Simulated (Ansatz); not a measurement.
Consider the ligand exchange at the Si–C bond: `O[SiH2]C(O)[SiH3]` + HI → `[SiH3]I` + `OC[SiH2]O`.

Isolated molecules relaxed with PBE0-D4/def2-TZVP in Ansatz; ΔE leaves out vibrations. CBS: MP2 limit from def2 TZ/QZ plus the TZ coupled-cluster correction, frozen cores. Functionals use def2-TZVPP. B3LYP here is the variant with VWN-RPA as its local correlation; programs differ in this. def2 core potentials past Kr. For I outer-core shells are correlated without core-valence functions, which leaves a few kJ/mol of doubt a bond. One conformer a species, not always the lowest.

```
             level  ΔE (kcal/mol)  difference from CCSD(T)/CBS
            PBE-D4          -20.5                          0.9
         r2SCAN-D4          -21.1                          0.3
           PBE0-D4          -21.4                          0.0
          B3LYP-D4          -20.3                          1.1
           ωB97M-V          -20.3                          1.1
            B2PLYP          -21.6                         -0.2
              PBE0          -22.3                         -0.9
             B3LYP          -21.9                         -0.5
     HF/def2-TZVPP          -24.3                         -2.9
    MP2/def2-TZVPP          -21.4                          0.0
   CCSD/def2-TZVPP          -20.1                          1.3
CCSD(T)/def2-TZVPP          -19.6                          1.8
     HF/def2-QZVPP          -24.4                         -3.0
    MP2/def2-QZVPP          -22.5                         -1.1
      HF/CBS(def2)          -24.4                         -3.0
     MP2/CBS(def2)          -23.3                         -1.9
       CCSD(T)/CBS          -21.4                            0
```

Largest T1 diagnostic among the species: 0.012.

From PBE to PBE0 (25 % exact exchange), in def2-TZVPP and without D4, ΔE moves by −0.8 kcal/mol. The D4 term adds +1.6 kcal/mol with B3LYP and +0.9 kcal/mol with PBE0; it sums over pairs of atoms, weighted by their polarisabilities, and B3LYP, whose exchange is more repulsive, gets the larger term. In def2-TZVPP, CCSD(T) changes the Hartree–Fock value by +4.7 kcal/mol (the triples alone add +0.5 kcal/mol) and MP2 by +2.9 kcal/mol.
